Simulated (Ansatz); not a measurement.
Computed with Ansatz on PBE0-D4/def2-TZVP structures; ΔE is electronic, products minus reactants. CBS: MP2 limit from def2 TZ/QZ plus the TZ coupled-cluster correction, frozen cores. DFT in def2-TZVPP. For Se outer-core shells are correlated without core-valence functions, which leaves a few kJ/mol of doubt a bond. Scalar relativity is left out up to krypton. One conformer a species, not always the lowest.

Consider the redistribution: `CO[Si](Cl)(OC)[Se]C` + `BN(C)CC` → `CCN(C)[Si](Cl)(OC)OC` + `B[Se]C`.

(1) Is it downhill or uphill in electronic energy at CCSD(T)/CBS, and by how much? (Best estimate.)

(2) What do these levels give: BLYP-D4, r2SCAN-D4, ωB97X-V, PBE-QIDH, BLYP, PBE0, r2SCANh, LC-ωPBE, CCSD/def2-SVP, HF/def2-TZVPP, MP2/def2-TZVPP, CCSD/CBS(def2)? (Estimate.)

Largest T1 diagnostic among the species: 0.013.

Answers

(1) Ansatz gave: Uphill: ΔE = +48.9 kJ/mol.

(2) Ansatz gave: BLYP-D4 51.5, r2SCAN-D4 47.5, ωB97X-V 47.6, PBE-QIDH 49.6, BLYP 55.3, PBE0 53.9, r2SCANh 49.0, LC-ωPBE 53.2, CCSD/def2-SVP 49.1, HF/def2-TZVPP 42.8, MP2/def2-TZVPP 47.5, CCSD/CBS(def2) 48.4 kJ/mol.

From BLYP to BHLYP (50 % exact exchange), in def2-TZVPP and without D4, ΔE moves by −6.6 kJ/mol. The D4 term adds −3.0 kJ/mol with B3LYP and −2.5 kJ/mol with PBE0; it sums over pairs of atoms, weighted by their polarisabilities, and B3LYP, whose exchange is more repulsive, gets the larger term. Leaving LDA and LC-ωPBE aside and taking each functional with its dispersion term where it has one, the values, not all of them listed here, spread over 10.8 kJ/mol, from B97M-V to PBE-D4.

B3LYP here is the variant with VWN-RPA as its local correlation; programs differ in this.
